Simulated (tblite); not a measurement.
Run record: tight-binding relaxation, `CB1C=CSB(N)C=C1`.

Computed with GFN2-xTB geometry optimisation, gas phase (tblite 0.8.0). Start geometry: from a force field or distance geometry. The input is one job of a driver script: a line of settings, then coordinates in Å.

Command:
```bash
OMP_NUM_THREADS=1 python probes_run.py task.json out
```

Input:
```
{"job": {"kind": "relax", "xc": "GFN2-xTB", "basis": "xTB"}, "charge": 0, "multiplicity": 1}
C     -2.664000    -0.932300    -0.177200
B     -1.257300    -0.179100    -0.134400
C     -1.288500     1.301700    -0.616900
C     -0.319100     2.199500    -0.721900
S      1.408700     2.071100    -0.320100
B      2.065000     0.319800    -0.446600
N      3.575500     0.246800    -0.197100
C      1.266500    -0.984800    -0.259600
C     -0.042700    -1.192300    -0.137000
H     -3.084800    -0.764100    -1.189200
H     -3.351600    -0.547000     0.621900
H     -2.537900    -2.034000    -0.105700
H     -2.286600     1.645000    -0.918200
H     -0.606500     3.175000    -1.096200
H      3.689900     0.561600     0.817500
H      3.869000    -0.776800    -0.134000
H      1.876000    -1.872300    -0.235400
H     -0.320400    -2.231500    -0.026300
```

Question: Estimate the output.

Answer: 
```
step      E/eV     max force
  0    -649.12513    2.950
  1    -649.43200    1.776
  2    -649.63005    1.563
  3    -649.72583    1.449
  4    -649.87799    1.352
  5    -649.94064    0.972
  6    -650.00898    0.638
  7    -650.07297    0.737
  8    -650.13112    0.456
  9    -650.16381    0.429
... (98 lines left out)
108    -650.44611    0.038
109    -650.44626    0.038
110    -650.44641    0.028
111    -650.44654    0.025
112    -650.44663    0.016
113    -650.44666    0.013
114    -650.44670    0.011
115    -650.44672    0.011
116    -650.44675    0.014
117    -650.44677    0.010
```

«max force» is the largest atomic force in eV/Å.

Question: From which step on does the largest force stay under 0.1 eV/Å, and how much energy is left to gain from there?

Answer: From step 78 (0.036 eV/Å), 7.9 meV above the end.

Summary of the converged run: energy lowered by 30.5 kcal/mol over 117 steps; largest atomic force 0.010 eV/Å at the end.

Question: Estimate the wall time. Hardware: one thread of an Arm Neoverse N1, shared host with 64 logical CPUs at a one-minute load of 61.

Answer: About 1.5 s.
Labels such as C1 count atoms from 1, the log's own numbers from 0.
